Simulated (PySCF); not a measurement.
**N⁺ (nitrogen, charge +1) across methods**

[He] 2s2 2p2, high-spin 3P determinant. Calculation: PySCF 2.14, in x2c-TZVPPall; scalar relativity by spin-free X2C-1e.

```
   method  E (hartree)  mean ε 2s α (eV)  mean ε 2s β (eV)  mean ε 2p α (eV)  Σ⟨r²⟩ (bohr²)   ⟨S²⟩
     PBE0     -54.0339           -36.387           -31.833           -24.235          7.802  2.003
      UHF    -53.92152           -44.184           -35.565           -30.373          7.755  2.007
   r2SCAN     -54.0670           -34.682           -30.245           -22.788          7.774  2.004
      PBE     -54.0217           -33.560           -30.074           -22.013          7.853  2.002
      LDA     -53.6110           -33.388           -29.982           -21.990          7.898  2.002
     TPSS     -54.1042           -34.188           -30.256           -22.314          7.798  2.003
    M06-L     -54.0891           -34.417           -30.359           -22.453          7.683  2.004
BHandHLYP     -54.0903           -38.981           -33.572           -26.369          7.780  2.004
```

**Question.** Estimate the same row for r2SCANh.

**Answer.** E (hartree) = -54.0679; mean ε 2s α (eV) = -35.669; mean ε 2s β (eV) = -30.902; mean ε 2p α (eV) = -23.595; Σ⟨r²⟩ (bohr²) = 7.767; ⟨S²⟩ = 2.004.
